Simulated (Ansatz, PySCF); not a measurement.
C₃H₇O, SMILES [CH2]C(C)O, multiplicity 2. Atoms are numbered in the order given.

```xyz
11

C      1.2765    -0.6738     0.1172
C      0.0602     0.0742    -0.3026
C     -1.2270    -0.7036    -0.0531
O      0.0145     1.3590     0.2822
H      2.2122    -0.1247     0.2519
H      1.3033    -1.7664     0.1176
H      0.1272     0.2756    -1.3923
H     -2.0936    -0.1097    -0.3757
H     -1.3411    -0.9294     1.0200
H     -1.2311    -1.6587    -0.6003
H      0.0502     1.2342     1.2377
```
Charge 0, spin multiplicity 2.

Geometry optimised at PBE0-D3(BJ)/def2-SVP. The isomer is the one that the SMILES or the coordinates give; other isomers of the formula were not compared. Other conformers were not sampled.

Two levels are set side by side: PBE-D3(BJ)/def2-SVP (Ansatz, an electronic-structure program) and PBE0-D3(BJ)/def2-SVP (Ansatz). Each level has its own optimised geometry; the coordinates shown are those of the second. Frequencies come from the Hessian of PySCF at each geometry. Differences are taken from unrounded values.

| quantity | PBE0-D3(BJ) | PBE-D3(BJ) | PBE-D3(BJ) minus PBE0-D3(BJ) |
|---|---|---|---|
| mean bond length (Å) | 1.199 | 1.208 | 0.010 |
| bond C1–C2 (Å) | 1.488 | 1.492 | 0.003 |
| bond C2–C3 (Å) | 1.524 | 1.534 | 0.009 |
| bond C2–O4 (Å) | 1.412 | 1.433 | 0.020 |
| bond C1–H5 (Å) | 1.093 | 1.101 | 0.008 |
| bond C1–H6 (Å) | 1.093 | 1.101 | 0.008 |
| bond C2–H7 (Å) | 1.110 | 1.120 | 0.009 |
| bond C3–H8 (Å) | 1.099 | 1.107 | 0.008 |
| bond C3–H9 (Å) | 1.103 | 1.111 | 0.008 |
| bond C3–H10 (Å) | 1.101 | 1.109 | 0.009 |
| bond O4–H11 (Å) | 0.964 | 0.977 | 0.013 |
| highest harmonic wavenumber (cm⁻¹) | 3856 | 3666 | -191 |
| mean harmonic wavenumber (cm⁻¹) | 1523 | 1469 | -54 |
| zero-point energy (kcal/mol) | 58.77 | 56.69 | -2.09 |

GGA bonds tend to be longer and softer than those of functionals with exact exchange. Differences between two approximate levels are no errors against the true value.
